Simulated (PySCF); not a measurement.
LDA on Tl⁻ (thallium, charge -1), [Xe] 4f14 5d10 6s2 6p2, high-spin 3P determinant. Calculation: PySCF 2.14, in aug-cc-pVDZ-PP with ECP60MDF (5s4p3d, 32 functions); scalar relativity through the core potential.

```
cycle= 1 E= -172.272846287017  delta_E= -0.0146  |g|= 0.0316  |ddm|= 0.604
cycle= 2 E= -172.273300810465  delta_E= -0.000455  |g|= 0.019  |ddm|= 0.151
cycle= 3 E= -172.273545121232  delta_E= -0.000244  |g|= 0.000204  |ddm|= 0.0532
cycle= 4 E= -172.273545057984  delta_E= 6.32e-08  |g|= 0.000251  |ddm|= 0.00343
cycle= 5 E= -172.273545175887  delta_E= -1.18e-07  |g|= 4.79e-05  |ddm|= 0.00201
cycle= 6 E= -172.273545181846  delta_E= -5.96e-09  |g|= 7.1e-07  |ddm|= 0.000393
cycle= 7 E= -172.273545181848  delta_E= -1.59e-12  |g|= 5.22e-08  |ddm|= 5.8e-06
converged SCF energy = -172.273545181848  <S^2> = 2.0007387  2S+1 = 3.0004924
```

Highest occupied orbital energy: 1.161 eV; ⟨L²⟩ = 2.00; populations by l: s 4.00, p 8.00, d 10.00.

Question: Can this result be used?

Answer: With care. The run converged. Energies and moments cover only the electrons outside the core potential. Spin-orbit coupling is strong in this species (close to jj coupling), so the high-spin LS determinant is a model state, not a physical level. At LDA the highest occupied level has a positive energy, so only the finite basis holds that electron; in a semilocal or global hybrid functional this comes from self-interaction and does not mean that the real anion is unbound.
